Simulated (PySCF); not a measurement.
C9H9N3, SMILES Cn1cccc1-c1ncccn1. Atoms are numbered in the order given.

```xyz
21

C     -2.0991    -1.5138     0.0000
N     -0.6640    -1.7455     0.0000
C     -0.1049    -2.9928     0.0000
C      1.2794    -2.8760     0.0000
C      1.5708    -1.4960     0.0000
C      0.3573    -0.8026     0.0000
C      0.1815     0.6408     0.0000
N     -1.0624     1.1582     0.0000
C     -1.1744     2.4850     0.0000
C     -0.0666     3.3311     0.0000
C      1.1819     2.6968     0.0000
N      1.3142     1.3781     0.0000
H     -2.6006    -2.4912     0.0000
H     -2.4071    -0.9412    -0.8843
H     -2.4071    -0.9412     0.8843
H     -0.7375    -3.8782     0.0000
H      1.9889    -3.7005     0.0000
H      2.5434    -1.0120     0.0000
H     -2.1932     2.8915     0.0000
H     -0.1653     4.4174     0.0000
H      2.1084     3.2846     0.0000
```

Geometry optimised at B3LYP-D3(BJ)/def2-SVP. This is a generated structure with no PubChem entry under its InChIKey; it may be hypothetical. The values are those of a single conformer.

Level of theory: TDA-PBE0/def2-SVP in PySCF.

Vertical excitations. Gas-phase values at a fixed geometry. State labels are in the subgroup Cs.

```csv
state,symmetry,energy (eV),λ (nm),f,main pairs
S1,A',4.11,302,0.015,HOMO→LUMO+1 88 %
S2,A",4.31,288,0.004,"HOMO−2→LUMO+1 61 %, HOMO−2→LUMO 39 %"
S3,A",4.37,284,0.001,"HOMO−2→LUMO 60 %, HOMO−2→LUMO+1 39 %"
S4,A',4.62,268,0.795,HOMO→LUMO 84 %
S5,A',4.99,248,0.028,HOMO−1→LUMO 86 %
S6,A',5.06,245,0.037,HOMO−1→LUMO+1 89 %
T1,A',2.98,416,0,HOMO→LUMO 91 %
T2,A',3.59,346,0,HOMO→LUMO+1 92 %
```
Triplets are in the Tamm–Dancoff approximation.
